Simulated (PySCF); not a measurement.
Excitations are Tamm–Dancoff values on a coarser integration grid. The basis has no diffuse functions, so Rydberg states are missing or too high.

Cartesian coordinates (Å):
SMILES: C[O][Sn]([SiH3])([SiH3])[SiH3]
```xyz
18

C      2.5359    -0.4777    -0.5795
O      1.2657    -0.6896    -1.1084
Sn    -0.3597    -0.0423    -0.1179
Si    -0.1627     2.5243     0.0748
Si    -2.2685    -0.8184    -1.6500
Si    -0.3473    -1.1907     2.1943
H      2.7889     0.5967    -0.4568
H      3.2860    -0.9092    -1.2657
H      2.6874    -0.9590     0.4100
H      1.0444     2.9039     0.8712
H     -1.3768     3.0586     0.7669
H     -0.0662     3.1431    -1.2818
H     -3.5707    -0.3953    -1.0465
H     -2.2559    -2.3061    -1.7806
H     -2.1348    -0.1942    -3.0001
H     -0.2902    -2.6757     2.0369
H      0.8248    -0.7408     3.0064
H     -1.6005    -0.8278     2.9267
```
Charge 0, spin multiplicity 1.

Problem. Predict the brightest of the four lowest singlets (TDA), dipole moment and S1 excitation (TDA) from PBE0-D4/def2-TZVP // PBE0-D4/def2-SVP (PySCF).

Solution. 
```yaml
brightest of the four lowest singlets (TDA): 5.68 eV
dipole_moment: 1.33 D
S1 excitation (TDA): 4.60 eV
```
